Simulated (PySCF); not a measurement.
Dissociation curve of SMILES [BeH2] (H2Be). The Be1–H3 bond (Be1 also carries H; H3 carries nothing else) is pulled apart rigidly from the PBE0/def2-TZVP optimised geometry.

Levels of theory: UCCSD(T) = CCSD(T) on UHF/cc-pVDZ (PySCF); UHF/cc-pVDZ (PySCF); RCCSD = CCSD on RHF/cc-pVDZ run with PySCF.

Energies are in kJ/mol, each relative to the lowest point of its own curve near equilibrium.

```csv
R / Å,UCCSD(T),UHF,RCCSD
0.99,155.8,160.1,155.7
1.07,80.5,83.0,80.4
1.12,49.0,50.7,49.0
1.20,17.4,18.1,17.3
1.26,5.1,5.3,5.1
1.31,0.6,[?],0.6
1.34,0.0,0.0,0.0
1.38,1.2,1.2,1.2
1.43,5.5,5.6,5.5
1.48,12.2,12.7,12.3
1.55,25.0,26.1,25.1
1.65,48.0,50.4,48.2
1.80,88.3,93.8,88.7
2.00,145.3,157.2,146.0
2.20,200.0,217.0,200.9
2.40,248.4,254.9,249.6
2.65,297.5,281.6,299.4
2.96,340.6,[?],343.5
3.24,365.1,[?],368.9
3.63,381.8,[?],388.2
4.06,387.0,[?],397.3
4.68,388.3,[?],401.5
```

Task: Some entries are withheld; supply them.

Result: 
- 1.31, UHF: 0.7
- 2.96, UHF: 297.8
- 3.24, UHF: 304.6
- 3.63, UHF: 308.5
- 4.06, UHF: 310.0
- 4.68, UHF: 310.5

The unrestricted determinant behind UCCSD(T), UHF is spin-contaminated at 2.20 to 4.68 Å (<S²> up to 1.0, against 0.00 for a pure singlet). The T1 diagnostic of CCSD on the restricted reference of RCCSD exceeds 0.045 at 2.96 to 4.68 Å.
